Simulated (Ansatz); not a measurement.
The cluster CdCl3. Charge 0, multiplicity 2. Geometry PBE0-D4/def2-SVPD, that of the charge -1 singlet; atoms count from 1.

```xyz
4

Cd    0.000    0.000    0.001
Cl    0.206    2.337    0.600
Cl   -2.153   -1.100    0.139
Cl    1.946   -1.237   -0.740
```

In the def2 sets Cd takes a core potential; there is no spin–orbit coupling. The structure comes from a short search, and lower isomers may exist.

(1) Estimate the Mulliken populations from the PBE0/def2-TZVPD orbitals of Ansatz.

(2) Where does the spin sit?

(3) And the Mayer bond orders between bonded heavy atoms (over 0.3)?

Answers

(1) 
```csv
atom,charge (e),spin (α − β),d electrons
Cd1,0.88,-0.02,10.01
Cl2,-0.29,0.34,–
Cl3,-0.29,0.34,–
Cl4,-0.29,0.34,–
```
Mulliken values and Mayer orders depend strongly on the basis. With diffuse functions, as here, like atoms can get unlike values, and bond orders can come out too low or too high.

(2) Summed by element: Cd -0.02, Cl 1.02, of 1 unpaired in all. Largest on single atoms: Cl4 0.34, Cl2 0.34, Cl3 0.34.

(3) Cd1–Cl2 0.63 (2.42 Å); Cd1–Cl3 0.63 (2.42 Å); Cd1–Cl4 0.64 (2.42 Å).
